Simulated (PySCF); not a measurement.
C₃H₁₀OSi₂, SMILES O(C[SiH2]C=C)[SiH3].

Coordinates come from a ωB97X-D3(BJ)/def2-SVP optimisation. This is a generated structure with no PubChem entry under its InChIKey; it may be hypothetical. Other conformers were not sampled.

Two levels are set side by side: PBE/def2-TZVP (PySCF) and ωB97X/def2-TZVP (PySCF). Same geometry, gas phase. Differences are taken from unrounded values.

| quantity | ωB97X | PBE | PBE minus ωB97X |
|---|---|---|---|
| orbital gap (eV) | 11.80 | 5.08 | -6.72 |
| highest occupied level (eV) | -10.12 | -6.57 | 3.55 |
| lowest empty level (eV) | 1.67 | -1.49 | -3.17 |
| dipole moment (D) | 0.92 | 0.84 | -0.09 |
| mean polarisability (bohr³) | 91.8 | 97.0 | 5.2 |

PBE's occupied levels lie high since its potential decays too fast outside the molecule; exact exchange lowers them and widens the gap. PBE's more diffuse valence density responds more strongly to a field. Differences between two approximate levels are no errors against the true value.

Rough cost on one machine, each run with all the roots and properties that it gave: ωB97X against PBE within a factor of 2.
